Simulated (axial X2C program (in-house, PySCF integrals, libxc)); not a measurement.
Potential curves of GeC⁺, 2c

Calculated with an axial X2C code built on PySCF integrals. Two-component (2c) means X2C with spin–orbit coupling and atomic mean-field two-electron Coulomb and Gaunt terms. Basis: Ge dyall-cv3z [9s9p7d4f1g], C dyall-v3z [7s6p2d1f] (cores contracted in-house); Gaussian nuclei, density fitting, unrestricted open shells. Masses: Ge 73.921 u, C 12.000 u.

State: Ω = 3/2 (⟨Sz⟩ = 1.50, ⟨Lz⟩ = 0.00 at HF). Energies in kJ/mol from the fragments at the same level (Ge+ + C). Fits are polynomials in 1 − R0/R over 0.85 to 1.23 times the lowest point R0.

```json
{"R (Å)": "1.6652", "CCSD(T)": "", "MP2": "-189.58"}
{"R (Å)": "1.7417", "CCSD(T)": "-237.05", "MP2": "-237.46"}
{"R (Å)": "1.7992", "CCSD(T)": "-258.34", "MP2": "-257.87"}
{"R (Å)": "1.8566", "CCSD(T)": "-269.60", "MP2": "-268.10"}
{"R (Å)": "1.9140", "CCSD(T)": "-273.11", "MP2": "-270.39"}
{"R (Å)": "1.9810", "CCSD(T)": "-269.79", "MP2": "-265.39"}
{"R (Å)": "2.0480", "CCSD(T)": "-260.60", "MP2": "-254.14"}
{"R (Å)": "2.1341", "CCSD(T)": "-242.87", "MP2": "-232.97"}
{"R (Å)": "2.2394", "CCSD(T)": "", "MP2": "-199.25"}
{"R (Å)": "2.3925", "CCSD(T)": "", "MP2": "-136.98"}
```

Correlated methods: 7 electrons correlated (number of frozen shells: Ge 3 s, 2 p, 1 d; C 1 s), 213 virtual spin orbitals or spinors in MP2.

One determinant describes the state; a PBE0 search over occupations chose it and may have missed a lower one. De is counted from the lowest determinant-based energies of the atoms at the same level, without counterpoise correction. Coupled cluster ran in a truncated set of natural virtual spinors; the MP2 energy of the rest was added. (T) has no such correction and the atoms are truncated less, which lowers De at CCSD(T) by a hundredth of an eV or more. In 2c an atomic determinant is not the ground J level, so De misses part of the atomic spin–orbit lowering. This holds for CCSD(T), MP2. With several unpaired electrons one determinant need not be a pure state. This is the top spin component of a Σ state; components of lower Ω are not single determinants and can lie lower. The T1 diagnostic is large, a sign of multireference character. With the outer-core shells frozen, correlated bond lengths of heavy atoms tend to come out a few hundredths of an ångström too long. Coupled cluster ran on the points near the minimum only. MP2 and coupled cluster on one determinant become unreliable at the stretched end.

(1) Fit the CCSD(T) curve near its minimum: give the equilibrium distance, the harmonic wavenumber and the well depth.

(2) Fit the MP2 curve near its minimum: give the equilibrium distance, the harmonic wavenumber and the well depth.

## Answers

(1) At CCSD(T), 2c: Re = 1.917 Å, ωe ≈ 696 cm⁻¹, De = 2.83 eV to Ge+ + C; Be follows as 0.445 cm⁻¹.

(2) At MP2, 2c: Re = 1.904 Å, ωe ≈ 728 cm⁻¹, De = 2.80 eV to Ge+ + C; Be follows as 0.45 cm⁻¹.
